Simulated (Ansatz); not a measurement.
Ansatz (a quantum-chemistry and plane-wave program) input for C₃H₇FSi₂, SMILES C[SiH2]C#C[SiH2]F, B3LYP-D3(BJ)/def2-SVP. 

Ansatz 0.2 input:
```yaml
crystal:
  periodic: [false, false, false]
  atoms:
    - {symbol: Si, position_ang: [0.37678404, 2.48623817, 0.00000000]}
    - {symbol: F, position_ang: [-1.17863923, 2.91033761, -0.00000000]}
    - {symbol: C, position_ang: [0.44895817, 0.64237169, -0.00000000]}
    - {symbol: C, position_ang: [0.49743217, -0.56775057, -0.00000000]}
    - {symbol: Si, position_ang: [0.54415461, -2.42192370, 0.00000000]}
    - {symbol: C, position_ang: [-1.24366519, -3.05693835, -0.00000000]}
    - {symbol: H, position_ang: [0.91646094, 3.03968405, 1.23381994]}
    - {symbol: H, position_ang: [0.91646093, 3.03968405, -1.23381994]}
    - {symbol: H, position_ang: [1.25453351, -2.85651481, 1.21008081]}
    - {symbol: H, position_ang: [1.25453351, -2.85651481, -1.21008082]}
    - {symbol: H, position_ang: [-1.78496954, -2.71132658, 0.87654845]}
    - {symbol: H, position_ang: [-1.27378861, -4.14322303, 0.00000001]}
    - {symbol: H, position_ang: [-1.78496955, -2.71132658, -0.87654844]}
basis:
  gaussian:
    orbitals: def2-SVP
hamiltonian:
  xc: b3lyp
  dispersion: d3bj
relax: {f_tol: 0.002, max_steps: 200}
```

Program output:

```
WARN ansatz: RAYON_NUM_THREADS=1 ignored (pool sized by the plan → 1); use --threads N
Functional definition: B3LYP
integrals: 0.09 GiB planned
1353 factors; integrals over basis functions are off by at most 4.7e-4 eV
mean field: 0.63 GiB planned
mean field evaluation 1: about -21679.9864 eV, gradient 6.3e1 eV
mean field evaluation 2: about -21674.5027 eV, gradient 7.8e1 eV
mean field evaluation 4: about -21689.1560 eV, gradient 7.9e0 eV
mean field evaluation 8: about -21689.3149 eV, gradient 5.1e-1 eV
mean field evaluation 16: about -21689.3156 eV, gradient 4.1e-5 eV
mean field -21689.31556230 eV, -797.0676453684 hartree, gradient 4.1e-5 eV, S^2 0.000000; 0 other end points of the search recorded, 0 dependent functions left out
the calculation of the forces begins
reference -21689.31588861 eV, -797.0676573602 hartree; 31, 31 occupied and 96, 96 virtual orbitals, 1353 factors
relax step   1: F+E_penalty+E_count = -21689.81506490 eV  Δ(F+E_penalty+E_count) = +0.000e0 eV  max|allowed force component| = 1.827e0 eV/Å  Δτ_max = 0.0000 Å  (29 SCF iters, accepted)
these checks for a lower state are left out or cut short: starts, cluster_reference, orbital_swaps, neighbouring_geometries, increment
integrals: 0.09 GiB planned
1353 factors; integrals over basis functions are off by at most 5.2e-4 eV
mean field: 0.63 GiB planned
mean field -21689.40165169 eV, -797.0708090952 hartree, gradient 1.2e-5 eV, S^2 0.000000; 0 other end points of the search recorded, 0 dependent functions left out
the calculation of the forces begins
reference -21689.40197990 eV, -797.0708211565 hartree; 31, 31 occupied and 96, 96 virtual orbitals, 1353 factors
relax step   2: F+E_penalty+E_count = -21689.90005349 eV  Δ(F+E_penalty+E_count) = -8.499e-2 eV  max|allowed force component| = 2.905e-1 eV/Å  Δτ_max = 0.0485 Å  (32 SCF iters, accepted)
these checks for a lower state are left out or cut short: starts, cluster_reference, orbital_swaps, neighbouring_geometries, increment
integrals: 0.09 GiB planned
1353 factors; integrals over basis functions are off by at most 5.2e-4 eV
mean field: 0.63 GiB planned
mean field evaluation 32: about -21689.4054 eV, gradient 1.4e-5 eV
mean field -21689.40544643 eV, -797.0709485492 hartree, gradient 1.4e-5 eV, S^2 0.000000; 0 other end points of the search recorded, 0 dependent functions left out
the calculation of the forces begins
reference -21689.40577462 eV, -797.0709606099 hartree; 31, 31 occupied and 96, 96 virtual orbitals, 1353 factors
relax step   3: F+E_penalty+E_count = -21689.90453492 eV  Δ(F+E_penalty+E_count) = -4.481e-3 eV  max|allowed force component| = 1.096e-1 eV/Å  Δτ_max = 0.0127 Å  (32 SCF iters, accepted)
these checks for a lower state are left out or cut short: starts, cluster_reference, orbital_swaps, neighbouring_geometries, increment
integrals: 0.09 GiB planned
1353 factors; integrals over basis functions are off by at most 5.2e-4 eV
mean field: 0.63 GiB planned
mean field -21689.40576931 eV, -797.0709604147 hartree, gradient 1.5e-5 eV, S^2 0.000000; 0 other end points of the search recorded, 0 dependent functions left out
the calculation of the forces begins
reference -21689.40609751 eV, -797.0709724759 hartree; 31, 31 occupied and 96, 96 virtual orbitals, 1353 factors
relax step   4: F+E_penalty+E_count = -21689.90491281 eV  Δ(F+E_penalty+E_count) = -3.779e-4 eV  max|allowed force component| = 4.908e-2 eV/Å  Δτ_max = 0.0181 Å  (31 SCF iters, accepted)
these checks for a lower state are left out or cut short: starts, cluster_reference, orbital_swaps, neighbouring_geometries, increment
integrals: 0.09 GiB planned
1353 factors; integrals over basis functions are off by at most 5.2e-4 eV
mean field: 0.63 GiB planned
mean field -21689.40601033 eV, -797.0709692721 hartree, gradient 2.0e-5 eV, S^2 0.000000; 0 other end points of the search recorded, 0 dependent functions left out
the calculation of the forces begins
reference -21689.40633856 eV, -797.0709813343 hartree; 31, 31 occupied and 96, 96 virtual orbitals, 1353 factors
relax step   5: F+E_penalty+E_count = -21689.90505094 eV  Δ(F+E_penalty+E_count) = -1.381e-4 eV  max|allowed force component| = 6.257e-3 eV/Å  Δτ_max = 0.0096 Å  (25 SCF iters, accepted)
these checks for a lower state are left out or cut short: starts, cluster_reference, orbital_swaps, neighbouring_geometries, increment
integrals: 0.09 GiB planned
1353 factors; integrals over basis functions are off by at most 5.2e-4 eV
mean field: 0.63 GiB planned
mean field -21689.40606058 eV, -797.0709711190 hartree, gradient 7.4e-6 eV, S^2 0.000000; 0 other end points of the search recorded, 0 dependent functions left out
the calculation of the forces begins
reference -21689.40638883 eV, -797.0709831817 hartree; 31, 31 occupied and 96, 96 virtual orbitals, 1353 factors
relax step   6: F+E_penalty+E_count = -21689.90504046 eV  Δ(F+E_penalty+E_count) = +1.048e-5 eV  max|allowed force component| = 1.455e-2 eV/Å  Δτ_max = 0.0048 Å  (25 SCF iters, rejected (line search))
these checks for a lower state are left out or cut short: starts, cluster_reference, orbital_swaps, neighbouring_geometries, increment
integrals: 0.09 GiB planned
1353 factors; integrals over basis functions are off by at most 5.2e-4 eV
mean field: 0.63 GiB planned
mean field -21689.40608222 eV, -797.0709719141 hartree, gradient 3.3e-5 eV, S^2 0.000000; 0 other end points of the search recorded, 0 dependent functions left out
the calculation of the forces begins
reference -21689.40641046 eV, -797.0709839768 hartree; 31, 31 occupied and 96, 96 virtual orbitals, 1353 factors
relax step   7: F+E_penalty+E_count = -21689.90506503 eV  Δ(F+E_penalty+E_count) = -1.409e-5 eV  max|allowed force component| = 1.553e-3 eV/Å  Δτ_max = 0.0023 Å  (22 SCF iters, accepted)
these checks for a lower state are left out or cut short: starts, cluster_reference, orbital_swaps, neighbouring_geometries, increment
integrals: 0.09 GiB planned
1353 factors; integrals over basis functions are off by at most 5.2e-4 eV
mean field: 0.63 GiB planned
mean field evaluation 64: about -21689.4062 eV, gradient 2.3e-4 eV
mean field -21689.40619783 eV, -797.0709761629 hartree, gradient 2.4e-5 eV, S^2 0.000000; 0 other end points of the search recorded, 0 dependent functions left out
the calculation of the forces begins
reference -21689.40652613 eV, -797.0709882274 hartree; 31, 31 occupied and 96, 96 virtual orbitals, 1353 factors
relax step   8: F+E_penalty+E_count = -21689.90507923 eV  Δ(F+E_penalty+E_count) = -1.419e-5 eV  max|allowed force component| = 6.181e-3 eV/Å  Δτ_max = 0.0065 Å  (23 SCF iters, accepted)
these checks for a lower state are left out or cut short: starts, cluster_reference, orbital_swaps, neighbouring_geometries, increment
integrals: 0.09 GiB planned
1353 factors; integrals over basis functions are off by at most 5.2e-4 eV
mean field: 0.63 GiB planned
mean field -21689.40622251 eV, -797.0709770696 hartree, gradient 5.3e-5 eV, S^2 0.000000; 0 other end points of the search recorded, 0 dependent functions left out
the calculation of the forces begins
reference -21689.40655082 eV, -797.0709891349 hartree; 31, 31 occupied and 96, 96 virtual orbitals, 1353 factors
relax step   9: F+E_penalty+E_count = -21689.90508376 eV  Δ(F+E_penalty+E_count) = -4.535e-6 eV  max|allowed force component| = 5.699e-3 eV/Å  Δτ_max = 0.0028 Å  (22 SCF iters, accepted)
these checks for a lower state are left out or cut short: starts, cluster_reference, orbital_swaps, neighbouring_geometries, increment
integrals: 0.09 GiB planned
1353 factors; integrals over basis functions are off by at most 5.2e-4 eV
mean field: 0.63 GiB planned
mean field -21689.40622701 eV, -797.0709772349 hartree, gradient 2.0e-5 eV, S^2 0.000000; 0 other end points of the search recorded, 0 dependent functions left out
the calculation of the forces begins
reference -21689.40655533 eV, -797.0709893004 hartree; 31, 31 occupied and 96, 96 virtual orbitals, 1353 factors
relax step  10: F+E_penalty+E_count = -21689.90508597 eV  Δ(F+E_penalty+E_count) = -2.206e-6 eV  max|allowed force component| = 1.731e-3 eV/Å  Δτ_max = 0.0012 Å  (22 SCF iters, accepted)
integrals: 0.09 GiB planned
1353 factors; integrals over basis functions are off by at most 5.2e-4 eV
mean field: 0.63 GiB planned
mean field -21689.40622701 eV, -797.0709772349 hartree, gradient 2.0e-5 eV, S^2 0.000000; 1 other end points of the search recorded, 0 dependent functions left out
the calculation of the forces begins
reference -21689.40655533 eV, -797.0709893004 hartree; 31, 31 occupied and 96, 96 virtual orbitals, 1353 factors
Total energy: -21689.90541429 eV, -797.0893220291 hartree
Atom 0 at     0.340864     2.492418    -0.000000 Å, force    -0.000875     0.000341    -0.000000 eV/Å
Atom 1 at    -1.214399     2.971039    -0.000000 Å, force     0.001558    -0.000469    -0.000000 eV/Å
Atom 2 at     0.405671     0.666876    -0.000000 Å, force     0.001001    -0.001423     0.000000 eV/Å
Atom 3 at     0.467350    -0.556806     0.000000 Å, force    -0.001731     0.000746    -0.000000 eV/Å
Atom 4 at     0.511679    -2.403024     0.000000 Å, force     0.000750     0.000121     0.000000 eV/Å
Atom 5 at    -1.242372    -3.077279     0.000000 Å, force    -0.000127    -0.001384     0.000000 eV/Å
Atom 6 at     0.983861     3.020687     1.228017 Å, force    -0.000262     0.000319    -0.000361 eV/Å
Atom 7 at     0.983861     3.020687    -1.228017 Å, force    -0.000262     0.000319     0.000361 eV/Å
Atom 8 at     1.258220    -2.845760     1.211623 Å, force     0.000209     0.000150    -0.000189 eV/Å
Atom 9 at     1.258220    -2.845760    -1.211623 Å, force     0.000209     0.000150     0.000189 eV/Å
Atom 10 at    -1.789574    -2.735645     0.892211 Å, force    -0.000140     0.000345     0.000325 eV/Å
Atom 11 at    -1.230522    -4.178993     0.000000 Å, force    -0.000192     0.000440    -0.000000 eV/Å
Atom 12 at    -1.789574    -2.735645    -0.892211 Å, force    -0.000140     0.000345    -0.000325 eV/Å
Dipole moment:     0.109735    -0.299175     0.000000 e Å
```

The calculation finished and met its thresholds.

Cost: roughly 30 core-seconds.
